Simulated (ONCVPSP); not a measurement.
**Sn, ONCV: configuration errors across variants**

Sn (Z = 50), optimised norm-conserving Vanderbilt (ONCV), made with ONCVPSP 4.0.1 (revPBE, scalar-relativistic). Core [Kr], reference 4d10 5s1.75 5p2.25. Waves: 5s: rc 1.75 bohr, ncon 4, nbas 7, qcut 4.5 1/bohr, 2 projectors, debl 2.6 Ha; 5p: rc 2.25 bohr, ncon 3, nbas 6, qcut 3.1 1/bohr, 2 projectors, debl 1 Ha; 4d: rc 1.35 bohr, ncon 4, nbas 9, qcut 13.4 1/bohr, 1 projector. Local part: polynomial inside 1.30 bohr (lpopt 3, dvloc0 1 Ha). Core correction: none.

All-electron excitation energies from the reference (eV): (1) 4d10 5s2 5p2 -1.718; (2) 4d10 5s2 5p1 5.089; (3) 4d10 5s2 5p0 18.935; (4) 4d10 5s1 5p2 12.726.

3 further variants failed, have other tests or too few solved ones, and are left out.

A true bound ghost makes a file unfit for plane-wave use even where its test errors are small: the radial tests pick states by their node count and pass the ghost by.

Errors AE − PS in meV (a dash: test not solved or not reliable):

```tsv
change	(1)	(2)	(3)	(4)	bound ghosts	GHOST(+) flags above zero
base	+0.4	-1.0	-3.7	-1.3	s	p
d: ncon 3, nbas 8	+0.4	-1.0	-3.7	-1.3	s	p
d: rc 1.16; local potential polynomial inside 1.16 bohr (lpopt 3, dvloc0 1 Ha)	+0.4	-0.9	-3.3	-1.3	s	p
```

Task: Give the same row for: p: qcut 4.8.

Result: +0.1, -2.4, -6.4, -2.3; bound ghosts: s; GHOST(+) flags above zero: p.
